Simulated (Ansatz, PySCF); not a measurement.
Al(PH2)3 (AlH6P3), SMILES [Al]([PH2])([PH2])[PH2]. Atoms are numbered in the order given.

```xyz
10

Al    -0.0014     0.0306     0.0191
P     -1.8381    -1.2698     0.6346
H     -1.1223    -2.5016     0.5177
H     -2.3687    -1.3146    -0.6920
P     -0.2648     1.7556    -1.5286
H      0.4881     2.7006    -0.7654
H     -1.5305     2.1604    -1.0022
P      2.1270    -0.5233     0.7955
H      1.6603    -0.8813     2.0983
H      2.4629     0.8185     1.1552
```

Coordinates come from a PBE0-D3(BJ)/def2-SVP optimisation. Other conformers were not sampled.

Two levels are set side by side: PBE-D3(BJ)/def2-SVP (Ansatz, a program for electronic structure) and PBE0-D3(BJ)/def2-SVP (Ansatz). Each level has its own optimised geometry; the coordinates shown are those of the second. Frequencies come from the Hessian of PySCF at each geometry. Differences are taken from unrounded values.

```csv
quantity,PBE0-D3(BJ),PBE-D3(BJ),PBE-D3(BJ) minus PBE0-D3(BJ)
mean bond length (Å),1.730,1.744,0.014
bond Al1–P2 (Å),2.333,2.350,0.017
bond Al1–P5 (Å),2.332,2.349,0.017
bond Al1–P8 (Å),2.332,2.349,0.017
bond P2–H3 (Å),1.430,1.442,0.013
bond P2–H4 (Å),1.430,1.442,0.013
bond P5–H6 (Å),1.429,1.442,0.012
bond P5–H7 (Å),1.429,1.442,0.012
bond P8–H9 (Å),1.429,1.442,0.012
bond P8–H10 (Å),1.429,1.442,0.012
highest harmonic wavenumber (cm⁻¹),2417,2331,-86
mean harmonic wavenumber (cm⁻¹),954,919,-35
zero-point energy (kcal/mol),32.73,31.54,-1.19
```

GGA bonds tend to be longer and softer than those of functionals with exact exchange. Differences between two approximate levels are no errors against the true value.
